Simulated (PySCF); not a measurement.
**Vibration and rotation of SnPb⁺**

UHF-CCSD(T) constants of SnPb⁺, ⁴Σ⁻ (quartet), unpaired electrons σ ↑, π ↑↑ (PySCF, scalar-relativistic core potentials, basis sets Sn def2-SVP with ECP28, Pb def2-SVP with ECP60; masses 119.9022 and 207.9766 u):

| Item | Value |
| --- | --- |
| ωe | 142.0 cm⁻¹ |
| ωexe | 0.337 cm⁻¹ |
| Be | 0.026476 cm⁻¹ |
| αe | 7.76e-05 cm⁻¹ |
| D (centrifugal) | 3.68e-09 cm⁻¹ |

(1) Give the vibrational terms G(v) and spacings up to v = 6.

Correlated steps freeze 8 core orbitals. Spin–orbit coupling is left out, which matters for elements this heavy, above all for dissociation energies. The state was picked by a PBE0 search and need not be the measured ground state.

Results:

(1) G(v) = ωe(v+½) − ωexe(v+½)².

| v | G(v) (cm⁻¹) | G(v) − G(v−1) | Bv (cm⁻¹) |
| --- | --- | --- | --- |
| 0 | 70.9 |  | 0.02644 |
| 1 | 212.2 | 141.3 | 0.02636 |
| 2 | 352.9 | 140.7 | 0.02628 |
| 3 | 492.9 | 140.0 | 0.02620 |
| 4 | 632.2 | 139.3 | 0.02613 |
| 5 | 770.8 | 138.6 | 0.02605 |
| 6 | 908.8 | 138.0 | 0.02597 |
